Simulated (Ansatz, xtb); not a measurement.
Molecule: ScF2, net charge 1, singlet state. SMILES: [F][Sc+][F]
Geometry from a B3LYP-D3(BJ)/def2-TZVP (Ansatz, a quantum-chemistry and plane-wave program) optimisation:
```
Sc
F 1 1.7677
F 1 1.7677 2 114.21
```
Charge +1, spin multiplicity 1.

Harmonic wavenumbers from GFN2-xTB (xtb, at its own minimum), cm⁻¹: 79, 479, 600.

Question: Give the harmonic wavenumbers at B3LYP-D3(BJ)/def2-TZVP (Ansatz, finite differences of forces, unscaled).

Answer: 177, 785, 811 cm⁻¹. Zero-point energy 2.5 kcal/mol.

Question: From these and the geometry, give the ideal-gas thermochemistry at 298.15 K and 1 atm (rigid rotor, harmonic oscillator).

Answer: Point group C2v, rotational symmetry number 2. Rotational constants 26.63, 6.037, 4.922 GHz. S(trans) 39.16, S(rot) 22.15, S(vib) 2.78, S(elec, spin only) 0.00, S 64.1 cal/(mol K). H(298) - H(0) 2.84 kcal/mol; G - E(el) -13.7 kcal/mol.
